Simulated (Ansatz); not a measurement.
C2H9InOSi (`C[C](O)([SiH3])[InH2]`), relaxed with RKS PBE0-D4/def2-TZVP in the Gaussian-basis code of Ansatz from a GFN2-xTB geometry. The force threshold is 0.005 eV/Å; the program also tests the step.

Total charge 0; spin multiplicity 1. In: def2 effective core potential.

Start:

```xyz
14

C     0.224   -1.405   -0.672
C    -0.079   -0.077   -0.014
O    -1.529    0.134    0.034
Si    0.629    0.190    1.727
In   -0.015    1.651   -1.435
H    -0.186   -1.427   -1.689
H     1.303   -1.556   -0.722
H    -0.217   -2.236   -0.113
H    -1.931   -0.647    0.441
H     0.015   -0.806    2.622
H     0.264    1.541    2.166
H     2.083   -0.011    1.667
H    -0.639    1.306   -3.037
H     0.077    3.346   -0.975
```

| step | energy (eV) | largest force (eV/Å) | largest move (Å) |
| --- | --- | --- | --- |
| 1 | -17311.6373 | 0.868 | 0.000 |
| 2 | -17311.7312 | 0.304 | 0.193 |
| 3 | -17311.7497 | 0.132 | 0.050 |
| 4 | -17311.7540 | 0.091 | 0.038 |
| 5 | -17311.7583 | 0.121 | 0.072 |
| 6 | -17311.7613 | 0.123 | 0.077 |
| 7 | -17311.7627 | 0.066 | 0.062 |
| 8 | -17311.7631 | 0.031 | 0.019 |
| 9 | -17311.7632 | 0.026 | 0.019 |
| 10 | -17311.7633 | 0.005 | 0.006 |
| 11 | -17311.7633 | 0.003 | 0.004 |

End:

```xyz
14

C     0.156   -1.386   -0.682
C    -0.226   -0.069   -0.039
O    -1.666    0.051    0.077
Si    0.586    0.227    1.627
In   -0.020    1.650   -1.398
H    -0.308   -1.507   -1.666
H     1.240   -1.465   -0.810
H    -0.156   -2.239   -0.062
H    -2.011   -0.705    0.568
H     0.201   -0.841    2.602
H     0.170    1.540    2.184
H     2.069    0.215    1.475
H    -0.242    1.277   -3.071
H     0.206    3.252   -0.803
```

It took 72 s on 4 threads of a server CPU on a shared host, with 0.79 GiB of host memory at the peak.
